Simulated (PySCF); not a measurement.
`[H]/N=C\C#C[C@@H]1C[Si@@H]1C`, C$_{6}$H$_{9}$NSi

Geometry (Å), atoms numbered from 1 in this order:
```xyz
17

C    -2.0066    1.3968   -0.0842
Si   -1.9829   -0.4633    0.2306
C    -1.0962   -1.5861   -0.9843
C    -0.2686   -1.3333    0.2976
C     0.9009   -0.5586    0.1920
C     1.8578    0.1715    0.0498
C     3.0216    0.9626    0.0043
N     3.9246    1.0554    0.8883
H    -1.0741    1.7186   -0.5398
H    -2.1310    1.9487    0.8432
H    -2.8219    1.6750   -0.7457
H    -3.0154   -1.0435    1.0761
H    -0.6667   -1.1729   -1.8874
H    -1.4062   -2.6118   -1.1274
H    -0.1618   -2.1860    0.9587
H     3.1570    1.5631   -0.8940
H     3.7624    0.4758    1.7123
```

Level of theory: TDDFT PBE0/def2-SVPD circular dichroism and optical rotation, one conformer, gas phase (PySCF 2.14.0). Geometry: GFN2-xTB.

States above about 6.6 eV (minus the energy of the highest occupied orbital) lie near or above the ionisation threshold and depend on the basis.

Task: Draw the ECD and absorption spectra from the lowest 16 states, each a Gaussian of half-width 0.3 eV at 1/e height.

Result: 
```tsv
E (eV)	λ (nm)	Δε (L mol⁻¹ cm⁻¹)	ε (L mol⁻¹ cm⁻¹)
4.05	306	-0.10	70.5
4.20	295	-0.08	582
4.35	285	+1.68	3030
4.50	276	+8.81	9770
4.65	267	+21.26	19300
4.80	258	+30.20	23200
4.95	251	+28.83	17100
5.10	243	+20.89	7740
5.25	236	+12.20	2250
5.40	230	+5.79	589
5.55	223	+1.11	625
5.70	218	-6.03	1510
5.85	212	-16.98	2850
6.00	207	-26.30	3730
6.15	202	-27.34	3760
6.30	197	-19.14	3810
6.45	192	-9.87	4870
6.60	188	-9.76	7200
6.75	184	-13.16	10400
6.90	180	-3.92	13700
```
Δε uses R in velocity form, ε uses f in length form. Only the states computed contribute, so the short-wavelength end is incomplete.
